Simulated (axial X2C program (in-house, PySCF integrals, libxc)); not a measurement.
# Pr: configurations by level of theory

Calculated with an in-house all-electron X2C program for linear molecules (integrals from PySCF), basis dyall-cv3z (cores contracted in-house), spin-free (one-electron X2C) and two-component (2c, atomic mean-field Coulomb and Gaunt terms). Energies in eV from the lowest row of each column (rows without correlated energies are left out; n/a marks j-coupled starts, which PBE0 does not hold); electrons by l are Mulliken totals of the Hartree–Fock solution, and PBE0 can relax to another configuration under the same block occupation. Coupled cluster uses truncated natural virtuals with an MP2 remainder. Frozen shells in the correlated columns: 4 s, 3 p, 2 d.

Spin-free determinants:

| electrons by l | M_S, M_L | HF | MP2 | CCSD(T) | PBE0 |
| --- | --- | --- | --- | --- | --- |
| s12 p24 d20 f3 | 3/2, 5 | 0.00 | 0.00 | 0.00 | 0.04 |
| s12 p24 d20 f3 | 3/2, 6 | 0.06 | 0.05 | 0.06 | 0.27 |
| s12 p24 d20 f3 | 3/2, 3 | 0.39 | 0.29 | 0.19 | 0.00 |
| s12 p24 d20 f3 | 3/2, 0 | 0.97 | 0.71 | 0.36 | 0.22 |
| s12 p24 d20 f3 | 3/2, 1 | 1.09 | 0.80 | 0.60 | 0.30 |

Two-component determinants:

```
    electrons by l  2M_J    HF   MP2  CCSD(T)  PBE0
    s12 p24 d20 f3     7  0.42  0.00     0.00  0.00
    s12 p24 d20 f3     9  0.45  0.02     0.03  0.18
s11.7 p24 d21.3 f2    11  0.00  0.28     0.19   n/a
    s12 p24 d20 f3     3  0.89  0.36     0.26  0.04
    s12 p24 d20 f3    13  0.83  0.40     0.40  0.43
    s12 p24 d20 f3     9  1.14  0.60     0.51  0.30
    s12 p24 d20 f3     1  1.68  0.97     0.77  0.43
```

Ground level as tabulated from the NIST Atomic Spectra Database (leading term): 2S+1 = 4, L = 6, J = 9/2.

Spin-free rows of one term, and 2c rows of one J level, should be degenerate; broken spherical symmetry, the missing current term of PBE0 and determinants that mix terms or J levels spread them. The search is wide but not exhaustive and can miss a configuration; gaps between s and d configurations can be off by some tenths of an eV with this basis and core.

The run took 16 min on 1 thread of Arm Neoverse V1, with other jobs on the host.
